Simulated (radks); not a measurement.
The numbers below are computed, except where a source is named.
Problem. Species: Yb2+. Configuration: [Xe] 4f14. Code: a radial shooting solver on a logarithmic mesh with Libxc functionals. Model: Dirac Kohn-Sham, PBE, spin-unpolarised, spherical densities, finite nucleus; Fermi nuclear charge, rms radius 5.3108 fm.

Spin-orbit splittings of the eigenvalues, e(l+1/2) - e(l-1/2), with zeta = 2 splitting/(2l+1) and mean radii in bohr:

shell  occ.  splitting (eV)  zeta (eV)  <r> j=l-1/2  <r> j=l+1/2
2p        6               ?          ?      0.06872      0.07622
3p        6           222.2      148.2       0.2061       0.2201
3d       10           48.56      19.42       0.1935       0.1978
4p        6           50.28      33.52       0.4957       0.5281
4d       10           9.152      3.661       0.5536       0.5651
4f       14           1.320     0.3770       0.7695       0.7902
5p        6           6.130      4.087        1.363        1.476

Estimate the 2p splitting.

Solution. 1047 eV (zeta = 698.0 eV).
